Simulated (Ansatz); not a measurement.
`[NH2][Sn][N]([SiH3])[SiH3]` + HCl → `[NH2][Sn][Cl]` + `[SiH3]N[SiH3]` at 600 K and 1 bar (ligand exchange at the Sn–N bond).

Program: Ansatz. Geometries: PBE0-D4/def2-TZVP. ΔE: electronic, gas phase. CBS: MP2 limit from def2 TZ/QZ plus the TZ coupled-cluster correction, frozen cores. This one scheme is used for every species. def2 core potentials past Kr. For Sn outer-core shells are correlated without core-valence functions, which leaves a few kJ/mol of doubt a bond. Each species was taken in one conformer, which may not be the lowest.

```tsv
species	CCSD(T)/CBS energy (Eh)	H − E (kJ/mol)	S (J/(mol·K))
`[NH2][Sn][N]([SiH3])[SiH3]`	-906.48226	296.0	542.1
HCl	-460.38127	35.4	207.2
`[NH2][Sn][Cl]`	-729.78832	105.9	362.1
`[SiH3]N[SiH3]`	-637.10515	230.1	420.5
```

H − E and S are ideal-gas, rigid-rotor, harmonic terms from PBE0-D4/def2-TZVP, for one conformer and one mirror image of each species. 1 Eh = 2625.50 kJ/mol, R = 8.31446 J/(mol·K).

Question: By hand: ΔE, ΔH, ΔS and ΔG.

Answer: ΔE = (-729.78832) + (-637.10515) − (-906.48226) − (-460.38127) = -0.02994 Eh = -78.6 kJ/mol. Δ(H − E) = 105.9 + 230.1 − 296.0 − 35.4 = 4.6, so ΔH = -74.0 kJ/mol. ΔS = 362.1 + 420.5 − 542.1 − 207.2 = 33.3 J/(mol·K). ΔG = -74.0 − 600 × (33.3)/1000 = -94.0 kJ/mol.

Question: By hand: the equilibrium constant, and the temperature at which ΔG would vanish if ΔH and ΔS stayed fixed.

Answer: log₁₀ K = −ΔG/(RT ln 10) = 8.2. ΔH and −TΔS have one sign here, so there is no such temperature.

ΔH outweighs TΔS. A doubt of 5 kJ/mol in ΔE shifts log₁₀ K by 0.4 here. Other conformers and mirror images would add mixing entropy, several J/(mol·K) or more a flexible species. Modes under 60 cm⁻¹, often nearly free rotors, make the harmonic entropy too high. These are equilibria of isolated gas molecules and say nothing of rates. Largest T1 diagnostic: 0.016 (customary marks: 0.02 for closed shells, 0.045 for open ones).
